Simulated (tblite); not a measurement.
Record of a relaxation.

C7H12N (doublet state).
SMILES with atom numbers: `[CH2:1][C@@H:2]([CH2:3][C:4]#[N:5])[CH2:6][CH2:7][CH3:8]` (hydrogens: H9, H10 on C1; H11 on C2; H12, H13 on C3; H14, H15 on C6; H16, H17 on C7; H18, H19, H20 on C8)
Bond orders are those of one Lewis drawing.

Computed with GFN2-xTB (tblite), gas phase: L-BFGS steps from a force-field or distance-geometry start until the largest atomic force falls under 0.01 eV/Å. 9 of its 60 geometries are shown.

Step 0: E = -650.5320 eV, largest atomic force 1.730 eV/Å
```
atom  x, y, z in Å  |  force x, y, z in eV/Å
C1     -0.761   -1.688    0.961   -0.188   0.397  -0.369
C2     -0.909   -0.614   -0.101    1.075  -1.001   0.914
C3     -2.285    0.032    0.021   -1.130   0.872  -0.687
C4     -2.611    0.860   -1.171    0.312  -0.746   1.305
N5     -2.862    1.497   -2.086    0.042  -0.047   0.004
C6      0.223    0.426    0.023    0.102   0.268   0.129
C7      1.622   -0.163   -0.216   -0.064  -0.164   0.538
C8      2.704    0.912   -0.153   -0.059   0.054   0.008
H9     -0.495   -1.435    1.983   -0.111  -0.032  -0.471
H10    -1.074   -2.705    0.746    0.146   0.435   0.098
H11    -0.820   -1.112   -1.071   -0.112   0.083  -0.103
H12    -3.068   -0.744    0.117    0.259   0.220  -0.196
H13    -2.360    0.654    0.933    0.158  -0.084  -0.422
H14     0.069    1.225   -0.711   -0.114  -0.087  -0.019
H15     0.195    0.910    1.018   -0.025  -0.307  -0.291
H16     1.845   -0.927    0.554   -0.204   0.237  -0.313
H17     1.655   -0.653   -1.189   -0.043  -0.011  -0.035
H18     2.529    1.665   -0.924    0.042  -0.038   0.140
H19     3.683    0.468   -0.323   -0.036   0.035   0.003
H20     2.716    1.401    0.827   -0.048  -0.085  -0.235
```

Step 7: E = -650.6549 eV, largest atomic force 0.103 eV/Å
```
atom  x, y, z in Å  |  force x, y, z in eV/Å
C1     -0.769   -1.671    0.950    0.048  -0.033   0.016
C2     -0.877   -0.633   -0.086   -0.026  -0.050   0.009
C3     -2.291    0.038    0.018    0.021   0.013  -0.003
C4     -2.594    0.843   -1.129    0.048  -0.008  -0.005
N5     -2.841    1.470   -2.053    0.022   0.059  -0.082
C6      0.225    0.429    0.026   -0.012  -0.017  -0.011
C7      1.617   -0.162   -0.206   -0.008   0.004  -0.023
C8      2.701    0.910   -0.153   -0.021  -0.008   0.005
H9     -0.498   -1.418    1.958   -0.002   0.043  -0.020
H10    -1.068   -2.681    0.746    0.002   0.009   0.012
H11    -0.826   -1.103   -1.075    0.011   0.010  -0.024
H12    -3.059   -0.737    0.089    0.020  -0.021   0.041
H13    -2.341    0.668    0.909    0.035  -0.027   0.067
H14     0.044    1.209   -0.717   -0.029   0.032   0.002
H15     0.191    0.888    1.017   -0.020   0.002   0.001
H16     1.820   -0.925    0.549   -0.036   0.008  -0.002
H17     1.643   -0.650   -1.183   -0.019   0.000   0.001
H18     2.528    1.666   -0.916   -0.007  -0.013   0.004
H19     3.681    0.469   -0.324   -0.024   0.005   0.006
H20     2.709    1.401    0.817   -0.003  -0.006   0.005
```

Step 15: E = -650.6607 eV, largest atomic force 0.052 eV/Å
```
atom  x, y, z in Å  |  force x, y, z in eV/Å
C1     -0.750   -1.673    0.944   -0.011  -0.007   0.030
C2     -0.874   -0.640   -0.094   -0.022  -0.041   0.005
C3     -2.281    0.037    0.021   -0.018  -0.012   0.020
C4     -2.573    0.848   -1.126    0.011  -0.017   0.008
N5     -2.803    1.472   -2.057    0.027   0.029  -0.017
C6      0.216    0.431    0.021   -0.004  -0.004  -0.007
C7      1.605   -0.159   -0.210    0.014   0.002  -0.010
C8      2.691    0.907   -0.152    0.003   0.002  -0.001
H9     -0.496   -1.393    1.949    0.009  -0.002   0.003
H10    -1.063   -2.682    0.760    0.019   0.014  -0.002
H11    -0.824   -1.104   -1.086    0.009  -0.015  -0.023
H12    -3.049   -0.736    0.099   -0.043  -0.026  -0.013
H13    -2.315    0.653    0.921    0.005   0.034   0.027
H14     0.021    1.216   -0.713    0.020   0.029  -0.025
H15     0.177    0.881    1.016   -0.004   0.014   0.012
H16     1.794   -0.924    0.546    0.007  -0.005  -0.005
H17     1.631   -0.649   -1.186   -0.003   0.011  -0.007
H18     2.520    1.664   -0.914   -0.001   0.004   0.005
H19     3.670    0.466   -0.321   -0.005  -0.005  -0.001
H20     2.700    1.396    0.820   -0.015  -0.003   0.001
```

Step 22: E = -650.6624 eV, largest atomic force 0.046 eV/Å
```
atom  x, y, z in Å  |  force x, y, z in eV/Å
C1     -0.748   -1.671    0.949    0.002  -0.001   0.006
C2     -0.878   -0.645   -0.095    0.003  -0.004   0.006
C3     -2.286    0.031    0.025    0.007   0.008  -0.008
C4     -2.563    0.846   -1.123    0.007   0.014   0.003
N5     -2.766    1.479   -2.054    0.009   0.011  -0.009
C6      0.209    0.431    0.016    0.011   0.009   0.009
C7      1.599   -0.158   -0.215    0.015  -0.012  -0.008
C8      2.685    0.907   -0.151    0.005   0.013   0.000
H9     -0.490   -1.386    1.951    0.002  -0.005   0.003
H10    -1.050   -2.684    0.768    0.013   0.000   0.005
H11    -0.824   -1.111   -1.086   -0.022  -0.014   0.001
H12    -3.062   -0.736    0.101    0.012   0.007   0.000
H13    -2.309    0.650    0.925   -0.032  -0.007  -0.001
H14     0.023    1.220   -0.717   -0.032  -0.016  -0.029
H15     0.169    0.882    1.009    0.005   0.011   0.030
H16     1.790   -0.925    0.538    0.000  -0.023   0.006
H17     1.625   -0.643   -1.193   -0.001  -0.006  -0.025
H18     2.518    1.667   -0.911   -0.005   0.014  -0.011
H19     3.664    0.464   -0.319    0.001  -0.002   0.005
H20     2.690    1.392    0.822    0.000   0.003   0.015
```

Step 30: E = -650.6648 eV, largest atomic force 0.031 eV/Å
```
atom  x, y, z in Å  |  force x, y, z in eV/Å
C1     -0.744   -1.670    0.963   -0.004  -0.006   0.007
C2     -0.885   -0.652   -0.086   -0.010   0.008   0.010
C3     -2.291    0.032    0.028    0.002   0.002  -0.009
C4     -2.539    0.858   -1.120    0.004   0.005   0.008
N5     -2.706    1.500   -2.052   -0.009  -0.009   0.017
C6      0.203    0.426    0.009   -0.003   0.003  -0.008
C7      1.593   -0.158   -0.227   -0.003  -0.015  -0.011
C8      2.678    0.909   -0.149   -0.003   0.003   0.005
H9     -0.479   -1.381    1.962   -0.005   0.004   0.011
H10    -1.016   -2.691    0.781    0.000  -0.016   0.011
H11    -0.842   -1.127   -1.074    0.007   0.008   0.017
H12    -3.070   -0.733    0.091    0.006   0.014  -0.027
H13    -2.330    0.647    0.931    0.014  -0.016  -0.012
H14     0.004    1.202   -0.733    0.002   0.018   0.001
H15     0.168    0.887    1.000    0.000   0.000  -0.009
H16     1.786   -0.936    0.515   -0.001  -0.002   0.014
H17     1.620   -0.631   -1.211    0.008  -0.005  -0.030
H18     2.514    1.674   -0.904   -0.005   0.002  -0.008
H19     3.658    0.468   -0.313    0.001   0.001  -0.004
H20     2.675    1.387    0.827   -0.001   0.001   0.017
```

Step 37: E = -650.6655 eV, largest atomic force 0.024 eV/Å
```
atom  x, y, z in Å  |  force x, y, z in eV/Å
C1     -0.746   -1.670    0.972    0.006   0.012  -0.005
C2     -0.886   -0.656   -0.081   -0.012   0.013  -0.012
C3     -2.290    0.032    0.027   -0.008   0.004  -0.010
C4     -2.529    0.866   -1.118   -0.001   0.002  -0.003
N5     -2.695    1.509   -2.049   -0.001  -0.003   0.024
C6      0.202    0.424    0.005   -0.009  -0.004   0.003
C7      1.592   -0.160   -0.235   -0.010   0.002   0.008
C8      2.673    0.909   -0.148    0.005   0.001  -0.003
H9     -0.480   -1.378    1.970   -0.007   0.012   0.011
H10    -1.004   -2.695    0.793   -0.003   0.004   0.001
H11    -0.844   -1.134   -1.066    0.013  -0.015   0.000
H12    -3.073   -0.729    0.074    0.010   0.008   0.003
H13    -2.332    0.640    0.935   -0.001  -0.017  -0.012
H14    -0.002    1.200   -0.738    0.008  -0.015   0.006
H15     0.171    0.889    0.994    0.007  -0.009  -0.006
H16     1.782   -0.940    0.507    0.004  -0.006  -0.010
H17     1.622   -0.627   -1.222   -0.005   0.004   0.009
H18     2.510    1.676   -0.901   -0.002   0.012   0.001
H19     3.655    0.472   -0.312    0.013  -0.004  -0.005
H20     2.668    1.382    0.831   -0.006  -0.001   0.001
```

Step 44: E = -650.6662 eV, largest atomic force 0.028 eV/Å
```
atom  x, y, z in Å  |  force x, y, z in eV/Å
C1     -0.745   -1.664    0.984   -0.011   0.001  -0.002
C2     -0.886   -0.661   -0.080    0.025   0.010  -0.007
C3     -2.289    0.029    0.021   -0.002  -0.007   0.003
C4     -2.521    0.876   -1.115   -0.001  -0.007  -0.002
N5     -2.687    1.529   -2.039    0.001   0.012   0.006
C6      0.201    0.419    0.001    0.016   0.007   0.002
C7      1.591   -0.163   -0.243    0.001   0.009  -0.006
C8      2.670    0.909   -0.148   -0.007  -0.007   0.000
H9     -0.492   -1.362    1.982   -0.008   0.012   0.002
H10    -0.992   -2.692    0.809   -0.002  -0.015   0.013
H11    -0.836   -1.151   -1.059   -0.016   0.006  -0.007
H12    -3.075   -0.729    0.056   -0.001  -0.020   0.001
H13    -2.334    0.625    0.936   -0.005   0.008  -0.003
H14    -0.004    1.194   -0.744    0.001  -0.007   0.009
H15     0.175    0.886    0.989   -0.012   0.000   0.000
H16     1.782   -0.949    0.493    0.003   0.016  -0.017
H17     1.619   -0.622   -1.234    0.012  -0.003   0.004
H18     2.504    1.684   -0.894   -0.001  -0.015   0.005
H19     3.654    0.477   -0.314   -0.009   0.010   0.006
H20     2.659    1.375    0.835    0.016  -0.011  -0.006
```

Step 52: E = -650.6669 eV, largest atomic force 0.012 eV/Å
```
atom  x, y, z in Å  |  force x, y, z in eV/Å
C1     -0.747   -1.658    0.995    0.001   0.001  -0.002
C2     -0.885   -0.666   -0.080    0.009   0.007  -0.003
C3     -2.288    0.022    0.015   -0.004  -0.002   0.002
C4     -2.517    0.881   -1.112   -0.001   0.000   0.002
N5     -2.681    1.555   -2.022    0.002  -0.001  -0.004
C6      0.202    0.415   -0.004    0.008   0.003  -0.004
C7      1.593   -0.164   -0.252    0.002   0.001   0.002
C8      2.668    0.909   -0.148   -0.001  -0.004   0.000
H9     -0.512   -1.338    1.992   -0.004   0.001   0.004
H10    -0.983   -2.691    0.832   -0.001  -0.004   0.001
H11    -0.834   -1.163   -1.056   -0.004   0.001   0.000
H12    -3.071   -0.740    0.039   -0.008  -0.004  -0.001
H13    -2.341    0.612    0.933   -0.005  -0.004   0.005
H14    -0.004    1.189   -0.747   -0.003  -0.001   0.002
H15     0.176    0.882    0.985    0.003  -0.004  -0.006
H16     1.786   -0.956    0.477   -0.006   0.002   0.005
H17     1.623   -0.617   -1.246    0.004   0.006   0.003
H18     2.498    1.689   -0.887    0.009   0.001   0.007
H19     3.654    0.483   -0.317   -0.005  -0.001  -0.008
H20     2.658    1.365    0.840    0.004   0.001  -0.005
```

Step 59: E = -650.6671 eV, largest atomic force 0.009 eV/Å
```
atom  x, y, z in Å  |  force x, y, z in eV/Å
C1     -0.747   -1.656    0.997   -0.002   0.001   0.002
C2     -0.884   -0.666   -0.081    0.000  -0.004   0.004
C3     -2.289    0.020    0.014    0.002  -0.002   0.003
C4     -2.517    0.882   -1.110    0.004  -0.002   0.002
N5     -2.678    1.558   -2.019   -0.002   0.003  -0.007
C6      0.202    0.415   -0.005   -0.002   0.000  -0.002
C7      1.593   -0.163   -0.253    0.002   0.000   0.002
C8      2.670    0.909   -0.147    0.003   0.002  -0.004
H9     -0.520   -1.333    1.995   -0.002  -0.001  -0.004
H10    -0.982   -2.690    0.837    0.002   0.006  -0.003
H11    -0.835   -1.164   -1.056    0.003   0.002   0.003
H12    -3.072   -0.743    0.035   -0.001  -0.004  -0.002
H13    -2.346    0.607    0.934    0.000  -0.001   0.006
H14    -0.005    1.189   -0.748   -0.003   0.005  -0.002
H15     0.177    0.881    0.983   -0.004   0.004  -0.003
H16     1.785   -0.955    0.476    0.003  -0.004   0.002
H17     1.626   -0.614   -1.247   -0.006   0.001   0.002
H18     2.500    1.691   -0.884   -0.004   0.005  -0.004
H19     3.654    0.482   -0.322    0.003  -0.004   0.003
H20     2.662    1.363    0.841    0.005  -0.007   0.001
```

Question: Summarise the path.

Answer: The energy falls by 0.1351 eV from step 0 to step 59; nine tenths of that is first reached at step 7. It rises by more than 0.2 meV at step 2. The largest force goes from 1.730 to 0.009 eV/Å. Among the bonds C3–C4 changes most, from 1.488 to 1.435 Å; the atoms move by 0.084 Å rms after alignment.

Question: Follow the three bonds and two angles with the largest change from start to end.

Answer: 
| step | E above end (eV) | largest force (eV/Å) | C3–C4 (Å) | C1–C2 (Å) | C2–C3 (Å) | C1–C2–H11 (°) | C3–C2–C6 (°) |
| --- | --- | --- | --- | --- | --- | --- | --- |
| 0 | 0.1351 | 1.730 | 1.488 | 1.517 | 1.525 | 106.9 | 111.7 |
| 3 | 0.0291 | 0.322 | 1.440 | 1.475 | 1.583 | 108.9 | 110.2 |
| 5 | 0.0159 | 0.114 | 1.437 | 1.470 | 1.568 | 109.0 | 110.5 |
| 8 | 0.0114 | 0.087 | 1.434 | 1.471 | 1.570 | 109.4 | 110.1 |
| 10 | 0.0097 | 0.075 | 1.436 | 1.470 | 1.569 | 109.8 | 109.8 |
| 13 | 0.0073 | 0.057 | 1.436 | 1.469 | 1.566 | 109.9 | 109.4 |
| 15 | 0.0064 | 0.052 | 1.435 | 1.470 | 1.566 | 109.8 | 109.3 |
| 18 | 0.0055 | 0.036 | 1.435 | 1.470 | 1.567 | 109.9 | 109.1 |
| 21 | 0.0049 | 0.040 | 1.435 | 1.469 | 1.567 | 110.0 | 109.1 |
| 23 | 0.0044 | 0.049 | 1.434 | 1.470 | 1.566 | 109.9 | 109.2 |
| 26 | 0.0034 | 0.039 | 1.435 | 1.469 | 1.566 | 109.9 | 109.2 |
| 28 | 0.0028 | 0.046 | 1.436 | 1.468 | 1.568 | 109.9 | 109.0 |
| 31 | 0.0022 | 0.032 | 1.435 | 1.469 | 1.568 | 109.8 | 108.9 |
| 33 | 0.0020 | 0.033 | 1.435 | 1.469 | 1.567 | 109.8 | 108.9 |
| 36 | 0.0017 | 0.023 | 1.436 | 1.469 | 1.567 | 109.9 | 108.8 |
| 38 | 0.0015 | 0.025 | 1.436 | 1.469 | 1.567 | 109.9 | 108.8 |
| 41 | 0.0012 | 0.022 | 1.435 | 1.469 | 1.566 | 109.8 | 108.7 |
| 44 | 0.0009 | 0.028 | 1.436 | 1.469 | 1.566 | 109.7 | 108.7 |
| 46 | 0.0006 | 0.025 | 1.436 | 1.469 | 1.567 | 109.7 | 108.7 |
| 49 | 0.0003 | 0.028 | 1.436 | 1.469 | 1.567 | 109.8 | 108.8 |
| 51 | 0.0002 | 0.013 | 1.435 | 1.469 | 1.566 | 109.9 | 108.8 |
| 54 | 0.0001 | 0.012 | 1.436 | 1.469 | 1.566 | 110.0 | 108.8 |
| 56 | 0.0001 | 0.010 | 1.436 | 1.469 | 1.566 | 110.0 | 108.9 |
| 59 | 0.0000 | 0.009 | 1.435 | 1.469 | 1.566 | 110.0 | 108.9 |

What follows is the cost of the whole relaxation. Hardware: Arm Neoverse V1, one thread, shared host. Cost: 0.37 s wall.
